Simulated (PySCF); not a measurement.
Ionisation energy of Cr⁺ by level of theory

Cr⁺ [Ar] 3d5 (6S) → Cr²⁺ [Ar] 3d4 (5D), as a difference of total energies. Computed with PySCF 2.14 in x2c-TZVPPall with one added diffuse shell each of s, p, d, f type (7s6p5d3f1g, 80 functions), with scalar relativity by spin-free X2C-1e. Correlated levels: valence: [Ar] frozen; valence and next inner shell: [Ne] frozen. The calculations carry no spin-orbit coupling.

| method | ionisation energy (eV) | plus first-order spin-orbit estimate | error of that sum (eV) |
| --- | --- | --- | --- |
| UHF | 15.000 | 14.954 | -1.532 |
| LDA | 17.504 | 17.458 | +0.972 |
| PBE | 17.143 | 17.097 | +0.611 |
| PBE0 | 16.794 | 16.747 | +0.261 |
| r2SCAN | 16.859 | 16.813 | +0.327 |
| revPBE | 17.033 | 16.986 | +0.500 |
| M06-L | 16.222 | 16.176 | -0.310 |
| MN15 | 16.664 | 16.618 | +0.132 |
| B97-3 | 16.458 | 16.412 | -0.074 |
| MP2 (valence) | 15.969 | 15.922 | -0.564 |
| SCS-MP2 (valence) | 15.323 | 15.277 | -1.209 |
| MP2 (valence and next inner shell) | 16.665 | 16.619 | +0.133 |
| SCS-MP2 (valence and next inner shell) | 15.994 | 15.947 | -0.539 |

Reference: 16.486 eV (measured; NIST Atomic Spectra Database, ionization energies).

A first-order spin-orbit estimate (lowest level to lowest level, LS coupling) adds -0.046 eV.

Errors of the correlated levels include the incompleteness of this basis and the frozen core.
